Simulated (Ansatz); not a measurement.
One change: `[F][GaH][Cl]` becomes `[F][Ga]([Cl])[Br]`.

Ansatz, PBE0-D4/def2-TZVP geometries, multiplicity 1. 

Scalar relativity is left out up to krypton.

```json
{"property": "size of the dipole moment (PBE/def2-TZVPP) / D", "`[F][GaH][Cl]`": "1.98"}
{"property": "LUMO energy (B3LYP/def2-TZVPP) / eV", "`[F][GaH][Cl]`": "-1.85"}
{"property": "HOMO energy (B3LYP/def2-TZVPP) / eV", "`[F][GaH][Cl]`": "-9.08"}
{"property": "HOMO–LUMO gap (B3LYP/def2-TZVPP) / eV", "`[F][GaH][Cl]`": "7.23"}
{"property": "ideal-gas entropy at 298 K and 1 bar (rigid rotor, harmonic PBE0-D4/def2-TZVP) / J/(mol·K)", "`[F][GaH][Cl]`": "295"}
{"property": "zero-point energy (PBE0-D4/def2-TZVP) / kJ/mol", "`[F][GaH][Cl]`": "26.5"}
```

(1) What does the change do to each property? (An estimate is asked.)

Answers

(1) The calculation gave: 
| property | `[F][Ga]([Cl])[Br]` | shift |
| --- | --- | --- |
| size of the dipole moment (PBE/def2-TZVPP) / D | 1.00 | -0.98 |
| LUMO energy (B3LYP/def2-TZVPP) / eV | -2.44 | -0.59 |
| HOMO energy (B3LYP/def2-TZVPP) / eV | -8.92 | 0.16 |
| HOMO–LUMO gap (B3LYP/def2-TZVPP) / eV | 6.48 | -0.75 |
| ideal-gas entropy at 298 K and 1 bar (rigid rotor, harmonic PBE0-D4/def2-TZVP) / J/(mol·K) | 341 | 46 |
| zero-point energy (PBE0-D4/def2-TZVP) / kJ/mol | 11.3 | -15.2 |

With PBE0 the HOMO rises by 0.16 eV and the LUMO falls by 0.55 eV, so the gap narrows by about 0.71 eV. PBE moves the HOMO by 0.06 eV and ωB97M-V by 0.20 eV. Dipoles are sizes alone; their direction can turn.

B3LYP here is the variant with VWN-RPA as its local correlation; programs differ in this.

Spin–orbit coupling is left out; it splits and shifts lone-pair levels of the heavy atoms by tenths of an eV.
